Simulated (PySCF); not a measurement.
Os(O)3(OH)2 (H2O5Os), SMILES [O]=[Os](=[O])(=[O])([OH])[OH], multiplicity 1. The structure is a stationary point at B3LYP-D3(BJ)/def2-SVP. The multiplicity is an assumed one; other spin states were not compared. The def2 effective core potentials stand for the cores of Os; spin–orbit coupling is left out. Other conformers were not sampled.

Q: Give the equilibrium geometry at B3LYP-D3(BJ)/def2-SVP (PySCF confirms it by a frequency run) as a Z-matrix, and its point group. (An estimate is asked for; the answer gives what the named calculation found.)

A: Several could match; the one computed here: point group C2.
```
Os
O 1 1.7008
O 1 1.7243 2 110.63
O 1 1.7243 2 110.63 3 180.00
O 1 1.9321 2 101.66 3 -88.79
H 5 0.9719 1 111.91 2 -91.97
O 1 1.9321 2 101.66 3 91.21
H 7 0.9719 1 111.91 2 -91.97
```
Charge 0, spin multiplicity 1.
